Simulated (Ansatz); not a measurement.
**The atomisation energy (no zero-point term) down a group: Si to Sn**

One atom is swapped for its congeners: C2HF2Si `C#C[Si](F)F`; C2HF2Ge `C#[C][Ge]([F])[F]`; C2HF2Sn `C#[C][Sn]([F])[F]`. All are doublets with charge 0.

Shapes, held fixed at every level: PBE0-D4/def2-TZVP. Programs: Ansatz 0.2.0. Values in eV.

| level | C2HF2Si | C2HF2Sn |
| --- | --- | --- |
| SPW92/def2-TZVPP | 32.29 | 28.52 |
| B3LYP-D4/def2-TZVPP | 27.68 | 23.94 |
| r2SCAN0-D4/def2-TZVPP | 27.22 | 23.29 |
| wB97M-V/def2-TZVPP | 27.76 | 24.06 |
| CCSD(T)/def2-SVP | 25.71 | 22.27 |
| CCSD/def2-TZVPP | 26.38 | 22.67 |
| CCSD(T)/def2-TZVPP | 26.97 | 23.34 |

(1) Estimate the column for C2HF2Ge from its neighbours.

Results:

(1) The mean of the neighbours at CCSD(T)/def2-TZVPP is 25.16 eV, against 24.59 from the run: the member lies nearer Sn. All rows: SPW92/def2-TZVPP 29.82; B3LYP-D4/def2-TZVPP 25.05; r2SCAN0-D4/def2-TZVPP 24.56; wB97M-V/def2-TZVPP 25.16; CCSD(T)/def2-SVP 23.61; CCSD/def2-TZVPP 23.95; CCSD(T)/def2-TZVPP 24.59 eV. At CCSD(T)/def2-TZVPP the atomisation energy falls at every step, from 26.97 to 23.34 eV. Every level shows the same order. Open shells run unrestricted unless RO is named. For atoms past krypton def2 sets carry core potentials with scalar relativity. Relativity is left out for Ge unless named. Correlated rows may include outer-core shells of Ge, Sn, which these sets cover unevenly. Spin-orbit coupling, which grows down the group, is left out (summed over each molecule's free atoms 0.06, 0.16, 0.35 eV).
